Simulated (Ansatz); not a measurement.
Relaxation of CH₈AlClSi₂ (13 atoms, charge 0, multiplicity 1), to a largest force component of 0.015 eV/Å in at most 40 steps.

All numbers below come from RKS PBE0/6-31G* (Ansatz).

```xyz
13
Properties=species:S:1:pos:R:3:forces:R:3
C -1.231 0.975 1.169 -1.32 2.98 0.20
Si -0.219 1.285 -0.353 1.16 -0.83 0.81
Si -1.582 1.161 -2.086 -0.16 -1.29 -1.65
Al -3.283 2.713 -1.949 -0.68 1.64 0.21
Cl -0.512 1.491 -3.881 -0.11 -0.11 0.12
H -2.066 1.817 1.197 1.51 -1.67 0.20
H -0.623 1.081 2.072 -0.20 -0.20 0.07
H -1.716 0.036 1.094 -0.56 -1.15 0.27
H 0.833 0.228 -0.454 0.13 0.12 -0.04
H 0.373 2.604 -0.309 0.47 0.78 0.03
H -2.204 -0.216 -2.127 0.28 0.14 -0.11
H -2.906 4.279 -1.813 -0.03 -0.22 -0.10
H -4.786 2.334 -1.771 -0.50 -0.20 -0.01
```

Task: Where does it end, and by what steps?

Result: It converged. The force dipped under the threshold on the way, but the program's further checks kept it going. After 21 steps the energy has fallen by 0.532 eV; H12 moved furthest, 1.62 Å.

```
step  energy less start (eV)  largest force component (eV/Å)  accepted
   0                  0.0000                           2.981       yes
   1                 -0.4559                           0.949       yes
   2                 -0.4743                           0.330       yes
   3                 -0.4972                           0.151       yes
   4                 -0.5055                           0.094       yes
   5                 -0.5084                           0.163       yes
   6                 -0.5107                           0.163       yes
   7                 -0.5134                           0.135       yes
   8                 -0.5137                           0.186       yes
   9                 -0.5175                           0.140       yes
  10                 -0.5219                           0.033       yes
  11                 -0.5246                           0.091       yes
  12                 -0.5266                           0.100       yes
  13                 -0.5287                           0.057       yes
  14                 -0.5303                           0.064       yes
  15                 -0.5309                           0.067       yes
  16                 -0.5315                           0.045       yes
  17                 -0.5319                           0.036       yes
  18                 -0.5322                           0.022       yes
  19                 -0.5323                           0.020       yes
  20                 -0.5324                           0.013       yes
  21                 -0.5324                           0.006       yes
```

```xyz
13
Properties=species:S:1:pos:R:3
C -1.240 0.799 1.284
Si -0.222 1.270 -0.236
Si -1.571 1.291 -2.162
Al -3.389 2.943 -2.120
Cl -0.336 1.584 -3.835
H -2.059 1.506 1.452
H -0.608 0.797 2.178
H -1.672 -0.201 1.174
H 0.900 0.308 -0.439
H 0.373 2.628 -0.056
H -2.143 -0.086 -2.311
H -3.569 4.033 -3.267
H -4.388 2.917 -0.873
```

Whether the end is a true minimum wasn't checked by a vibrational analysis.

Time of the run: 100 s on 2 threads of Intel(R) Xeon(R) CPU @ 2.80GHz (Skylake/Cascade Lake) (shared host), peak memory 0.28 GiB.
